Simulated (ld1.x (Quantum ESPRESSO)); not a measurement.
# What one change does to a pseudopotential (Os (Z = 76), TM)

```
Element                 : Os (Z = 76)
Generator               : ld1.x (Quantum ESPRESSO) 7.5
Type                    : norm-conserving Troullier–Martins (Kleinman–Bylander form)
Functional              : PW91
Relativity              : scalar-relativistic
Frozen core             : [Xe] 4f14
Valence charge          : 8
Reference configuration : 5d6 6s1.75 6p0.25
Partial waves           : 6s (bound): rc 2.50 bohr; 6p (bound): rc 2.90 bohr; 5d (bound): rc 2.35 bohr
Local potential         : all-electron potential smoothed inside 2.35 bohr (lloc = -1)
Core correction         : a·sin(br)/r model core, default radius (core density twice the valence density)
```

Change: wave 6s (bound): rc 2.50 bohr becomes 6s (bound): rc 3.44 bohr.

Cutoffs: the cutoffs (Ry, on a coarse ladder) from which the occupation-weighted sum of valence levels, in a spherical-Bessel basis at the reference potential, stays within 10 and 1 mRy of its value at 400 Ry; they do not see the model core or the augmentation charge, which bear on the density cutoff. Errors are all-electron minus pseudo energies relative to the spin-unpolarised reference configuration.

Problem. How do hardness, ghosts and transferability respond?

Solution. The potential gets neither clearly harder nor softer (35 Ry and 40 Ry → 35 Ry and 40 Ry); a bound ghost appears in s, which as a rule spoils a file; of the 6 tests that both files solve, the error grows in 5 and shrinks in 0 by more than 15 % and 0.3 meV (median size 7.7 → 37.8 meV). More of the atom is replaced by a form fitted at one configuration, so other configurations suffer.

```csv
quantity,base,changed
"cutoff, loose",35 Ry,35 Ry
"cutoff, tight",40 Ry,40 Ry
bound ghosts,none,s
"tests counted (converged, no solver errors)",6 of 7,6 of 7
"error for 5d6 6s2 6p0, meV [ΔE -1.23 eV]",+0.5,+0.7
"error for 5d6 6s1 6p0, meV [ΔE 8.42 eV]",-3.0,+6.5
"error for 5d6 6s0 6p0, meV [ΔE 25.41 eV]",-47,-71
"error for 5d6 6s0 6p1, meV [ΔE 14.59 eV]",-7.2,-33
"error for 5d6 6s0 6p2, meV [ΔE 9.29 eV]",-8.3,-42
"error for 5d5 6s2 6p0, meV [ΔE 9.91 eV]",+267,+385
```

Base: Tests not counted: 5d6.5 6s1.5 6p0 (solver errors, printed error -404 eV). Changed file: Tests not counted: 5d6.5 6s1.5 6p0 (solver errors, printed error -416 eV). A true bound ghost makes a file unfit for plane-wave use even where its test errors are small: the radial tests pick states by their node count and pass the ghost by. Where a test does run into it, the solver fails or the error is huge.
